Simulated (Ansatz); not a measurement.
CH3Te (SMILES C[Te]) moved off its minimum; all values from Ansatz (a program for electronic structure), cores frozen in correlated methods. Open shells are unrestricted. Elements past Kr take the def2 small-core potentials, without spin–orbit coupling.
(charge 0, multiplicity 2)
```xyz
5

C     -1.78006    -0.11475     0.08578
Te     0.46219    -0.08177     0.03051
H     -2.21670    -0.83423    -0.60203
H     -2.06403    -0.18329     0.93908
H     -2.17133     0.92419    -0.47227
```

Forces at PBE/def2-TZVPP (eV/Å):

```tsv
atom	Fx	Fy	Fz
C1	3.206	3.566	-12.169
Te2	-1.123	-0.052	-0.058
H3	0.279	-0.604	-0.001
H4	-3.523	-0.722	10.548
H5	1.161	-2.189	1.682
```

Q: Give the forces (eV/Å), the total energy and the dipole at MP2/def2-TZVPPD.

A: 
```tsv
atom	Fx	Fy	Fz
C1	3.207	3.704	-12.440
Te2	-1.416	-0.059	-0.063
H3	0.422	-0.448	0.228
H4	-3.509	-0.718	10.389
H5	1.296	-2.479	1.887
```
Energy -306.8700 hartree, dipole 1.00 D.
